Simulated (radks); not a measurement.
W3+, configuration [Xe] 4f14 5d3. All-electron calculation, scalar-relativistic Kohn-Sham, LDA (Slater exchange, Perdew-Wang correlation), spin-polarised, spherical densities, finite nucleus; open shells are filled with parallel spins first (spin-orbit coupling, left out, can overturn this in heavy ions); Fermi nuclear charge, rms radius 5.3658 fm. Program: a radial shooting solver on a logarithmic mesh with Libxc functionals.

Unscreened Slater integrals over Kohn-Sham orbitals (eV). They are taken over the spin-up orbitals.

\begin{tabular}{lr}
integral & value \\ \hline
F0(5d,5d) & 14.046 \\
F2(5d,5d) & 7.3604 \\
F4(5d,5d) & 4.8730 \\
F0(5d,4f) & 18.047 \\
F2(5d,4f) & 4.2123 \\
F4(5d,4f) & 1.9843 \\
G1(5d,4f) & 1.6398 \\
G3(5d,4f) & 1.4233 \\
G5(5d,4f) & 1.1075 \\
F0(5d,5p) & 16.118 \\
F2(5d,5p) & 7.8731 \\
G1(5d,5p) & 9.3251 \\
G3(5d,5p) & 5.7579 \\
F0(5d,5s) & 16.764 \\
G2(5d,5s) & 5.9111 \\
F0(4f,4f) & 41.325 \\
F2(4f,4f) & 19.923 \\
F4(4f,4f) & 12.557 \\
F6(4f,4f) & 9.0507 \\
F0(4f,5p) & 24.165 \\
F2(4f,5p) & 7.7411 \\
G2(4f,5p) & 3.4470 \\
G4(4f,5p) & 2.7739 \\
F0(4f,5s) & 27.268 \\
G3(4f,5s) & 4.3283 \\
F0(5p,5p) & 19.772 \\
F2(5p,5p) & 10.662 \\
F0(5p,5s) & 21.153 \\
G1(5p,5s) & 14.094 \\
F0(5s,5s) & 22.964 \\
\end{tabular}

Derived for the open shells (J is the average intra-shell exchange parameter used in DFT+U). 5d: Racah B = F2/49 - 5 F4/441 = 0.09496 eV, C = 35 F4/441 = 0.3867 eV, C/B = 4.07, F4/F2 = 0.662, J = (F2 + F4)/14 = 0.8738 eV.
